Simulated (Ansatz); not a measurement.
Hf3O12H12, a hydroxylated oxide cluster. Total charge 0; singlet. Geometry PBE-D4/def2-SVP, basis def2-TZVP, Ansatz.

Cartesian coordinates in Å:
```
Hf 0.5033 -1.5978 -0.6621
Hf 0.5537 0.7666 2.3305
Hf -0.6764 1.6146 -0.8114
O -1.0688 -1.5543 -4.0246
O -2.5946 1.9132 -0.9650
O -0.8145 -2.4133 0.5373
O 0.4259 0.2807 0.3215
O 0.3430 2.9540 -1.7849
O 0.6090 -2.7385 -2.3681
O -0.5180 -0.1267 -1.9446
O -0.6069 -0.7497 2.9038
O -0.5125 2.3477 1.2324
O 2.3031 -1.7838 0.0887
O 2.4446 0.1081 2.2978
O 0.6268 1.9523 3.8949
H -1.9075 -2.0228 -3.8559
H -0.3840 -2.1464 -3.5738
H -3.5374 1.7303 -0.8670
H -0.8776 -2.0696 1.4613
H 0.4471 3.6185 -2.4784
H 1.3516 -3.2974 -2.6519
H -0.8414 -0.5023 -2.8392
H -0.8175 -1.0601 3.7997
H -0.8880 3.1530 1.6263
H 2.6306 -1.2371 0.8421
H 3.1185 0.1551 2.9953
H 0.6880 2.7058 4.4953
```

```csv
run,HOMO (eV),LUMO (eV)
A,-10.68,1.45
B,-6.59,-0.72
C,-6.22,-1.17
D,-7.85,-0.44
E,-9.32,0.25
F,-10.35,1.21
```

In the def2 sets Hf takes a core potential; there is no spin–orbit coupling. LC-ωPBE has ω = 0.4 bohr⁻¹. Single mean-field runs in def2-TZVP are fitted with def2-universal-jkfit. In the singlet geometry the species has come apart into loosely held pieces.

Question: The runs used CAM-B3LYP, LC-ωPBE, PBE, PBE0, r2SCAN, ωB97X-V. Estimate which is which.

Answer: A LC-ωPBE (range-separated); B r2SCAN (0 % exact exchange); C PBE (0 % exact exchange); D PBE0 (25 % exact exchange); E CAM-B3LYP (range-separated); F ωB97X-V (range-separated). Exact exchange lowers occupied and raises empty levels; among semilocal functionals meta-GGAs tend to open the gap a little, and such runs are hard to tell apart. The gap grows from 5.05 eV (PBE) to 12.14 eV (LC-ωPBE).
